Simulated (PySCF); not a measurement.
**How methods differ on the ionisation energy of Nb²²⁺**

Nb²²⁺ [Ar] 3d1 (2D) → Nb²³⁺ [Ar] (1S), as a difference of total energies. All numbers are calculated (PySCF 2.14, scalar relativity by spin-free X2C-1e, in an uncontracted even-tempered set (19 s from 2.2 bohr⁻², ratio 2.5; 12 p from 2.9 bohr⁻², ratio 2.5; 8 d from 2.9 bohr⁻², ratio 2.5; 4 f from 10 bohr⁻², ratio 2.7; 3 g from 15 bohr⁻², ratio 2.7)). Correlated levels: outer shells: [Ne] frozen; virtual orbitals above 40 to 60 times the deepest correlated orbital energy dropped. The calculations carry no spin-orbit coupling.

```
                method  ionisation energy (eV)
                   UHF                  998.35
                   LDA                  999.68
                   PBE                  1000.1
                  PBE0                  999.99
                r2SCAN                  1000.4
                  BLYP                  1000.4
                 B97-3                  999.99
    MP2 (outer shells)                  998.46
SCS-MP2 (outer shells)                  998.42
```

A first-order spin-orbit estimate (lowest level to lowest level, LS coupling) adds 2.400 eV.

Breit and QED terms and the two-electron picture change are absent.

For comparison: 1000 ± 4 eV (theoretical estimate listed by NIST; NIST Atomic Spectra Database, ionization energies).
